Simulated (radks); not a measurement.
Q: The neodymium ion Nd35+, configuration [Ar] 3d7. Method: scalar-relativistic Kohn-Sham, PBE, spin-unpolarised, spherical densities, point nucleus; computed with a radial shooting solver on a logarithmic mesh with Libxc functionals. Some entries of the table are withheld. Estimate them.

orbital  occ.  eigenvalue (hartree)  <r> (bohr)  <r^2> (bohr^2)
1s          2             -1653.476         (1)       0.0007596
2s          2                   (2)         (3)         0.01193
2p          6             -287.8677     0.08837        0.009520
3s          2                   (4)      0.2566         0.07501
3p          6             -98.77819      0.2525             (5)
3d          7             -87.75721      0.2268         0.05985
4s          0             -52.72365      0.5067             (6)
4p          0             -49.40421      0.5137          0.2983

A: 
(1) 1s <r> (bohr): 0.02363
(2) 2s eigenvalue (hartree): -314.9440
(3) 2s <r> (bohr): 0.1006
(4) 3s eigenvalue (hartree): -107.3118
(5) 3p <r^2> (bohr^2): 0.07362
(6) 4s <r^2> (bohr^2): 0.2883
